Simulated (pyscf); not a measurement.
Optimised with ωB97X-D3(BJ)/def2-SVP in PySCF.

### Question
How much does it cost (ΔH, 298 K, ωB97M-D3(BJ)/def2-TZVP) to split HO–PH–GaH–PH₂ at its Ga–P bond into HO–PH• + [H₂P–GaH]•?

### Answer
Ga–P to HO–PH• + [H₂P–GaH]•: 56.2 kcal/mol. The 7 functionals that were run give +53.5 (B3LYP-D3(BJ)) to +61.9 kcal/mol (ωB97X-D3(BJ)). The radicals are drawn with the spin at the cut bond; how far it spreads was not checked. Other isomers of HO–PH•, [H₂P–GaH]• were not searched in full and may lie lower. Elements up to Kr have no core potential and no relativistic terms here.
